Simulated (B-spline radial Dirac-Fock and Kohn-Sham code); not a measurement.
## EELS cross sections of the Bi M4 (3d3/2) edge

System: neutral bismuth in the configuration [Xe] 4f14 5d10 6s2 6p3. These are calculated numbers from a radial finite-basis atomic code; the model is the first Born approximation with generalised oscillator strengths from a Dirac-Hartree-Slater potential (longitudinal and transverse terms; continuum final states only, so no white lines or fine structure). The edge is taken at 2688.0 eV (tabulated value).

Partial cross sections σ(β, Δ) in barn, integrated over a window Δ above the edge and up to the collection semi-angle β, for parallel illumination:

```csv
E₀ (kV),β (mrad),Δ = 25 eV,Δ = 50 eV,Δ = 100 eV,Δ = 200 eV,Δ = 300 eV
60,5,0.592,1.79,3.94,7.64,10.7
60,10,2.24,6.75,14.9,29.0,40.6
60,50,23.0,69.2,154,305,435
80,10,2.95,8.90,19.7,38.3,53.8
80,50,?,?,?,?,?
80,100,34.1,102,228,456,658
100,10,3.60,10.9,24.1,46.9,66.0
100,20,9.96,30.1,67.0,131,186
120,10,4.21,12.7,28.2,54.9,77.4
120,50,22.7,68.4,153,304,436
200,5,2.16,6.51,14.4,28.0,39.4
300,5,3.38,10.2,22.7,44.3,62.5
300,50,20.1,60.4,135,270,390
300,100,22.1,65.7,147,295,427
```

Q: Give the row for 80 kV and 50 mrad.

A: 23.3 b for 25 eV, 70.3 b for 50 eV, 157 b for 100 eV, 311 b for 200 eV, 444 b for 300 eV.
